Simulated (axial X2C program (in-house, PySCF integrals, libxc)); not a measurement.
Results of a calculation; reference values are marked as such.
# AsO⁺: input and output of an EOM-EE-CCSD run

Program: an axial X2C code built on PySCF integrals.

Input and command:
```json
{"zs": [33, 8], "q": 1, "bas": ["dyall-acv3z", "dyall-av3z"], "r0": 1.71, "eom": "ee", "thr": -2.0, "nmax": 88}
```
```bash
python soeom.py task.json out
```

Keys: zs atomic numbers; q charge; bas basis sets; r0 starting distance in Å; eom kind of EOM run; thr threshold in hartree for freezing inner shells (an s shell follows its p shell); nmax most natural virtual spinors.

Output at R = 1.554 Å (near the PBE0 minimum at charge 1 of the determinant lowest at the starting distance; the state shown can have its own minimum elsewhere), reference AsO⁺:

```
two-component X2C + atomic mean field  HF
basis functions 173  fitting functions 948  grid points 5072
iter        total energy     max residual
   1      -2332.925361683     2.33e-01
   2      -2332.952311223     8.47e-03
   3      -2332.952858780     9.36e-03
   4      -2332.953685396     2.96e-03
   5      -2332.953791357     7.37e-04
   6      -2332.953802651     3.87e-04
   7      -2332.953806669     1.23e-04
   8      -2332.953807517     6.66e-05
   9      -2332.953807689     4.42e-05
  10      -2332.953807786     2.82e-05
  11      -2332.953807860     5.88e-06
  12      -2332.953807863     2.28e-06
  13      -2332.953807863     1.27e-06
converged
one-electron -3412.81354349  Coulomb 1081.39990139  exact exchange -90.62976177  xc functional 0.00000000  nuclear repulsion 89.89883120  atomic mean-field constant -0.80923520
correlated 10  virtual 264  natural virtual 88  E(MP2) -0.378985741  MP2 remainder -0.039346153
iter   CCSD correlation   residual
   1     -0.304739922   2.49e-01
   2     -0.324422781   1.55e-01
   3     -0.329606465   3.64e-02
   4     -0.330139986   1.49e-02
   5     -0.330386241   5.10e-03
   6     -0.330362658   1.29e-03
   7     -0.330347916   5.19e-04
   8     -0.330356134   2.22e-04
   9     -0.330357556   1.01e-04
  10     -0.330355996   5.10e-05
  11     -0.330356930   2.79e-05
  12     -0.330356665   1.16e-05
  13     -0.330356686   3.91e-06
  14     -0.330356607   1.81e-06
  15     -0.330356597   7.94e-07
(T) -0.019953639  T1 0.0477  D1 0.0757  max T2 0.077
EOM-EE-CCSD roots
2*Omega      energy/Eh   energy/eV  one-particle weight
    0       0.14720479      4.0056      0.945
    0       0.17045650      4.6384      0.941
    0       0.17049672      4.6395      0.941
    0       0.19110324      5.2002      0.907
    0       0.19585459      5.3295      0.912
    2       0.14700946      4.0003      0.945
    2       0.17076304      4.6467      0.933
    2       0.17352464      4.7218      0.940
    2       0.19138192      5.2078      0.908
    4       0.17327443      4.7150      0.930
    4       0.17672450      4.8089      0.940
    4       0.20019775      5.4477      0.890
    6       0.17690638      4.8139      0.928
```
T1 in the output is the amplitude norm over the root of the electron number; divide by √2 for the Lee–Taylor value.

Reference electrons by ω block (each with its −ω partner): 1/2: 14, 3/2: 5, 5/2: 1. Root energies count from the CCSD energy of the reference. The reference has large amplitudes (orbital relaxation or multireference character). All roots sought are printed; those with a small one-particle weight need a further excitation, are placed far too high, and may in truth lie low or lowest. Inner shells are frozen, and levels at this size can be off by some tenths of an eV.
